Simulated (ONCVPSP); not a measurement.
**Logarithmic derivatives: hydrogen (H), ONCV**

```json
{
  "Element": "hydrogen",
  "Generator": "ONCVPSP 4.0.1",
  "Type": "optimised norm-conserving Vanderbilt (ONCV)",
  "Functional": "PBE",
  "Relativity": "scalar-relativistic",
  "Frozen core": "none",
  "Valence charge": "1",
  "Reference configuration": "1s0.75 (charge +0.25)",
  "Partial waves": "1s: rc 1.10 bohr, ncon 4, nbas 8, qcut 6.3 1/bohr, 1 projector; p scattering state at 0.45 Ha: rc 1.20 bohr, ncon 4, nbas 8, qcut 6.7 1/bohr, 2 projectors, debl 4 Ha",
  "Local potential": "polynomial inside 0.85 bohr (lpopt 5, dvloc0 -1 Ha)",
  "Core correction": "none"
}
```

The phase is arctan(r·R′/R) of the radial function R(r), unwrapped; energies in Ha, scanned from -2 to 5 Ha. A pole is an energy at which the radial function vanishes at the test radius. The pseudo phase is shifted by a multiple of π to meet the all-electron one at the reference energy, and phase errors are pseudo minus all-electron; the curves can meet again beyond the range given. Levels narrower than the energy grid can be missing from the lists of poles.

```
channel  radius (bohr)  reference energy (Ha)  poles, all-electron  poles, pseudo  unbroken range about the reference energy with phases within 0.05 rad  phase error 1 Ha above the reference energy (rad)
      s           1.12                  -0.35                 1.76           1.91                                                              below 2.8                                             +0.008
      p           1.22                   0.45                 none           none                                                        the whole range                                             -0.000
```

Phases in the s channel:

```tsv
E (Ha)	all-electron	pseudo
-1.98	0.544	0.564
-1.62	0.313	0.332
-1.26	0.002	0.015
-0.90	-0.362	-0.356
-0.54	-0.699	-0.699
-0.18	-0.961	-0.960
0.18	-1.150	-1.147
0.54	-1.287	-1.280
0.90	-1.391	-1.380
1.26	-1.475	-1.459
1.62	-1.545	-1.524
1.98	-1.608	-1.581
2.34	-1.668	-1.633
2.70	-1.728	-1.683
3.06	-1.792	-1.734
3.42	-1.865	-1.788
3.78	-1.954	-1.849
4.14	-2.067	-1.922
4.50	-2.222	-2.014
4.86	-2.446	-2.137
```
